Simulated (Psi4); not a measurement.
C$_{3}$H$_{7}$O (SMILES CC(C)=[OH+]), charge +1, singlet, geometry from GFN2-xTB; CEPA(1)/3-21G in Psi4 1.11.

The Psi4 input:
```
memory 2 GB

molecule {
1 1
  C     1.26954243   -0.51583496    0.42347639
  C     0.00914533    0.05602927   -0.04131588
  C    -1.26760724   -0.54379591    0.33688306
  O     0.08605670    1.08994692   -0.77297584
  H     1.18030343   -0.95387353    1.41596058
  H     1.54213088   -1.33867750   -0.24775418
  H     2.07947599    0.21060167    0.37675653
  H    -2.08929776   -0.25830725   -0.31950050
  H    -1.52117278   -0.20226655    1.34780334
  H    -1.19873495   -1.62886268    0.40901627
  H    -0.74764167    1.47342013   -1.11273667
}

set basis 3-21g

energy('cepa(1)')
print_variables()
```

What the program printed (banner, timings and long lists left out):

```
   => Loading Basis Set <=

    Name: 3-21G
    Role: ORBITAL
    Keyword: BASIS

         ---------------------------------------------------------
                                   SCF
               by Justin Turney, Rob Parrish, Andy Simmonett
                          and Daniel G. A. Smith
                              RHF Reference
         ---------------------------------------------------------

  ==> Geometry <==

    Molecular point group: c1
    Full point group: C1

    Geometry (in Angstrom), charge = 1, multiplicity = 1:

       Center              X                  Y                   Z               Mass
    ------------   -----------------  -----------------  -----------------  -----------------
         C            1.256865114579    -0.561073323718     0.454822619013    12.000000000000
         C           -0.003531985421     0.010790906282    -0.009969650987    12.000000000000
         C           -1.280284555421    -0.589034273718     0.368229289013    12.000000000000
         O            0.073379384579     1.044708556282    -0.741629610987    15.994914619570
         H            1.167626114579    -0.999111893718     1.447306809013     1.007825032230
         H            1.529453564579    -1.383915863718    -0.216407950987     1.007825032230
         H            2.066798674579     0.165363306282     0.408102759013     1.007825032230
         H           -2.101975075421    -0.303545613718    -0.288154270987     1.007825032230
         H           -1.533850095421    -0.247504913718     1.379149569013     1.007825032230
         H           -1.211412265421    -1.674101043718     0.440362499013     1.007825032230
         H           -0.760318985421     1.428181766282    -1.081390440987     1.007825032230

  Running in c1 symmetry.

  Rotational constants: A =      0.32444  B =      0.28712  C =      0.16115 [cm^-1]
  Rotational constants: A =   9726.35201  B =   8607.69064  C =   4831.02449 [MHz]
  Nuclear repulsion =  129.222779208003260

  Charge       = 1
  Multiplicity = 1
  Electrons    = 32
  Nalpha       = 16
  Nbeta        = 16

  ==> Algorithm <==

  SCF Algorithm Type is PK.
  DIIS enabled.
  MOM disabled.
  Fractional occupation disabled.
  Guess Type is SAD.
  Energy threshold   = 1.00e-08
  Density threshold  = 1.00e-08
  Integral threshold = 1.00e-12

  ==> Primary Basis <==

  Basis Set: 3-21G
    Blend: 3-21G
    Number of shells: 34
    Number of basis functions: 50
    Number of Cartesian functions: 50
    Spherical Harmonics?: false
    Max angular momentum: 1

  ==> Integral Setup <==

  Using in-core PK algorithm.
   Calculation information:
      Number of atoms:                  11
      Number of AO shells:              34
      Number of primitives:             57
      Number of atomic orbitals:        50
      Number of basis functions:        50

      Integral cutoff                 1.00e-12
      Number of threads:                 1

  Performing in-core PK
  Using 1626900 doubles for integral storage.
  We computed 166200 shell quartets total.
  Whereas there are 177310 unique shell quartets.

  ==> DiskJK: Disk-Based J/K Matrices <==

    J tasked:                  Yes
    K tasked:                  Yes
    wK tasked:                  No
    Schwarz Cutoff:          1E-12

  Minimum eigenvalue in the overlap matrix is 1.1410332675E-02.
  Reciprocal condition number of the overlap matrix is 2.5897480700E-03.
    Using symmetric orthogonalization.

  ==> Pre-Iterations <==

  SCF Guess: Superposition of Atomic Densities via on-the-fly atomic UHF (no occupation information).

   -------------------------
    Irrep   Nso     Nmo
   -------------------------
     A         50      50
   -------------------------
    Total      50      50
   -------------------------

  ==> Iterations <==

                        Total Energy        Delta E     RMS |[F,P]|

   @RHF iter SAD:  -190.86061766765030   -1.90861e+02   0.00000e+00
   @RHF iter   1:  -191.13332603447066   -2.72708e-01   7.30334e-03 ADIIS/DIIS
   @RHF iter   2:  -191.20386726192106   -7.05412e-02   2.76410e-03 ADIIS/DIIS
   @RHF iter   3:  -191.21291188728100   -9.04463e-03   8.41972e-04 ADIIS/DIIS
   @RHF iter   4:  -191.21409126824085   -1.17938e-03   2.72673e-04 ADIIS/DIIS
   @RHF iter   5:  -191.21421960865209   -1.28340e-04   6.94106e-05 DIIS
   @RHF iter   6:  -191.21423720240836   -1.75938e-05   9.80495e-06 DIIS
   @RHF iter   7:  -191.21423751543674   -3.13028e-07   1.99166e-06 DIIS
   @RHF iter   8:  -191.21423752380915   -8.37241e-09   6.52712e-07 DIIS
   @RHF iter   9:  -191.21423752496645   -1.15730e-09   1.96017e-07 DIIS
   @RHF iter  10:  -191.21423752512837   -1.61918e-10   3.99154e-08 DIIS
   @RHF iter  11:  -191.21423752513431   -5.94014e-12   9.68865e-09 DIIS
  Energy and wave function converged.

  ==> Post-Iterations <==

    Orbital Energies [Eh]
    ---------------------

    Doubly Occupied:

[...]
      16A     -0.745260

    Virtual:

[...]
      50A      3.247687

    Final Occupation by Irrep:
              A
    DOCC [    16 ]
    NA   [    16 ]
    NB   [    16 ]

  @RHF Final Energy:  -191.21423752513431

   => Energetics <=

    Nuclear Repulsion Energy =            129.2227792080032600
    One-Electron Energy =                -506.6309612442424850
    Two-Electron Energy =                 186.1939445111049167
    Total Energy =                       -191.2142375251343083

Computation Completed

Properties will be evaluated at   0.000000,   0.000000,   0.000000 [a0]

Properties computed using the SCF density matrix

 Multipole Moments:

 ------------------------------------------------------------------------------------
     Multipole            Electronic (a.u.)      Nuclear  (a.u.)        Total (a.u.)
 ------------------------------------------------------------------------------------

 L = 1.  Multiply by 2.5417464519 to convert [e a0] to [Debye]
 Dipole X            :          0.0025814           -0.7905699           -0.7879885
[...]

 ------------------------------------------------------------------------------------

 MINTS: Wrapper to libmints.
   by Justin Turney

   Calculation information:
      Number of threads:                 1
      Number of atoms:                  11
      Number of AO shells:              34
      Number of SO shells:              34
      Number of primitives:             57
      Number of atomic orbitals:        50
      Number of basis functions:        50

      Number of irreps:                  1
      Integral cutoff                 1.00e-12
      Number of functions per irrep: [  50 ]

 OEINTS: Overlap, kinetic, potential, dipole, and quadrupole integrals
         stored in file 35.

      Computed 780152 non-zero two-electron integrals.
        Stored in file 33.

        ==> Transform all two-electron integrals <==

	Presorting SO-basis two-electron integrals.
	Sorting File: SO Ints (nn|nn) nbuckets = 1
	Constructing frozen core operators
	Starting first half-transformation.
	Sorting half-transformed integrals.
	First half integral transformation complete.
	Starting second half-transformation.
	Two-electron integral transformation complete.

        **********************************************************
        *                                                        *
        *                   CCSD Integral Sort                   *
        *                                                        *
        **********************************************************

        CC integral sort will use                     16.21 mb

        Number of (ab|cd) temporary files:                2
        Number of (ab|ci) temporary files:                3
        Starting temporary file number:                 270

        *******************************************************
        *                                                     *
        *                       CEPA(1)                       *
        *        Coupled Electron Pair Approximation          *
        *                                                     *
        *                   Eugene DePrince                   *
        *                                                     *
        *******************************************************

  ==> Input parameters <==

        Freeze core orbitals?                  no
        Use frozen natural orbitals?           no
        r_convergence:                  1.000e-07
        e_convergence:                  1.000e-06
        Number of DIIS vectors:                 8
        Number of frozen core orbitals:         0
        Number of active occupied orbitals:    16
        Number of active virtual orbitals:     34
        Number of frozen virtual orbitals:      0

  ==> Memory <==

        minimum memory requirements for QCISD =         6.81 mb
        (T) algorithm:                                  5.74 mb (low-memory)
        memory requirements for QCISD(T) =              5.74 mb

  ==> Define tiling <==

        v(ab,cd) diagrams will be evaluated in   1 blocks.
        v(ab,ci) diagrams will be evaluated in   1 blocks over ov2.
        v(ab,ci) diagrams will be evaluated in   1 blocks over ov.

  Allocate cpu memory (    11.61 mb).....done.
  Initialize cpu memory..................done.

  Begin CEPA(1) iterations

   Iter  DIIS          Energy       d(Energy)          |d(T)|     time
      0   0 1   -0.3891431375   -0.3891431375    0.3146430260        0
      1   1 1   -0.4042281749   -0.0150850375    0.0737103779        0
      2   2 1   -0.4208854021   -0.0166572272    0.0294958828        0
      3   3 1   -0.4266228139   -0.0057374118    0.0150873750        0
      4   4 1   -0.4267574126   -0.0001345986    0.0050798176        0
      5   5 1   -0.4269411275   -0.0001837149    0.0022886230        0
      6   6 1   -0.4269392821    0.0000018453    0.0008036775        0
      7   7 1   -0.4269268378    0.0000124444    0.0003059072        1
      8   8 1   -0.4269362961   -0.0000094583    0.0001129682        0
      9   8 2   -0.4269349918    0.0000013043    0.0000352551        0
     10   8 3   -0.4269355345   -0.0000005426    0.0000129517        0
     11   8 4   -0.4269358277   -0.0000002932    0.0000039485        0
     12   8 5   -0.4269360914   -0.0000002637    0.0000018210        0
     13   8 6   -0.4269361762   -0.0000000848    0.0000009498        0
     14   8 7   -0.4269361886   -0.0000000125    0.0000005059        0
     15   8 8   -0.4269361716    0.0000000170    0.0000002282        0
     16   8 1   -0.4269361656    0.0000000061    0.0000000979        1

  CEPA(1) iterations converged!

        OS SCS-MP2 correlation energy:          -0.360232638587
        SS SCS-MP2 correlation energy:          -0.029649757322
        SCS-MP2 correlation energy:             -0.389882395908
      * SCS-MP2 total energy:                 -191.604119921043

        OS MP2 correlation energy:              -0.300193865489
        SS MP2 correlation energy:              -0.088949271965
        MP2 correlation energy:                 -0.389143137454
      * MP2 total energy:                     -191.603380662588

        OS CEPA(1) correlation energy:          -0.348724474772
        SS CEPA(1) correlation energy:          -0.078211690797
        CEPA(1) correlation energy:             -0.426936165570
      * CEPA(1) total energy:                 -191.641173690704

  Total time for CEPA(1) iterations:       1.34 s (user)
                                        0.31 s (system)
                                           2 s (total)

  Time per iteration:                   0.08 s (user)
                                        0.02 s (system)
                                        0.12 s (total)

  Variable Map:
  ----------------------------------------------------------------------------
[...]
  Array Variable Map:
  ----------------------------------------------------------------------------
[...]
[...]
```
